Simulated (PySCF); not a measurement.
Distances in Å between the heavy atoms of a computed structure (PBE0-D3(BJ)/def2-SVP; lower triangle, same order across):
```
C1    0.00
C2    1.50  0.00
O3    2.38  1.20  0.00
C4    2.60  1.53  2.36  0.00
C5    3.08  2.58  3.58  1.51  0.00
F6    3.31  2.91  3.73  2.35  1.34  0.00
F7    4.38  3.73  4.59  2.34  1.33  2.16  0.00
F8    2.94  3.07  4.24  2.36  1.34  2.16  2.15  0.00
```

Hydrogens: 3 on C1, 2 on C4.

Charge 0, singlet.

Read off the bonds between heavy atoms and their formal orders.

C1–C2 (single); C2–O3 (double); C2–C4 (single); C4–C5 (single); C5–F6 (single); C5–F7 (single); C5–F8 (single).

Give the structure as a SMILES string.

`CC(=O)CC(F)(F)F`, C4H5F3O, 4,4,4-trifluorobutan-2-one. Among its features: ketone, CF3 group and C–F bond.

Describe the place of each heavy atom.

C1: methyl carbon next to a carbonyl; C2: ketone carbonyl carbon; O3: ketone oxygen; C4: sp3 carbon next to a carbonyl; C5: CF3 carbon; F6/F7/F8: fluorine of a CF3 group.

The values belong to the conformer `[CH3:1][C:2](=[O:3])[CH2:4][C:5]([F:6])([F:7])[F:8]`: C1–C2–C4–C5 -44°, C2–C4–C5–F6 -51°.
